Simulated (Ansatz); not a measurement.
One change: `[SH][InH][SH]` becomes `[CH3][InH][SH]`.

Ansatz, PBE0-D4/def2-TZVP geometries, multiplicity 1. Each molecule was computed in one conformer, which needn't be the lowest.

Elements past krypton have def2 core potentials.

| property | `[SH][InH][SH]` |
| --- | --- |
| HOMO energy (B3LYP/def2-TZVPP) / eV | -7.15 |
| LUMO energy (B3LYP/def2-TZVPP) / eV | -1.68 |
| size of the dipole moment (B3LYP/def2-TZVPP) / D | 1.45 |
| HOMO–LUMO gap (PBE0/def2-TZVPP) / eV | 5.97 |
| LUMO energy (PBE/def2-TZVPP) / eV | -2.11 |
| HOMO–LUMO gap (PBE/def2-TZVPP) / eV | 4.11 |

(1) Give the same properties after the change, and the shifts. (An estimate is asked.)

Answers

(1) Ansatz gave: 
```tsv
property	`[CH3][InH][SH]`	shift
HOMO energy (B3LYP/def2-TZVPP) / eV	-6.99	0.16
LUMO energy (B3LYP/def2-TZVPP) / eV	-1.59	0.09
size of the dipole moment (B3LYP/def2-TZVPP) / D	2.34	0.89
HOMO–LUMO gap (PBE0/def2-TZVPP) / eV	5.91	-0.06
LUMO energy (PBE/def2-TZVPP) / eV	-2.02	0.09
HOMO–LUMO gap (PBE/def2-TZVPP) / eV	4.05	-0.06
```

With PBE0 the HOMO rises by 0.17 eV and the LUMO rises by 0.11 eV, so the gap narrows by about 0.06 eV. PBE moves the HOMO by 0.14 eV and ωB97M-V by 0.14 eV. Dipoles are sizes alone; their direction can turn.

B3LYP here is the variant with VWN-RPA as its local correlation; programs differ in this.
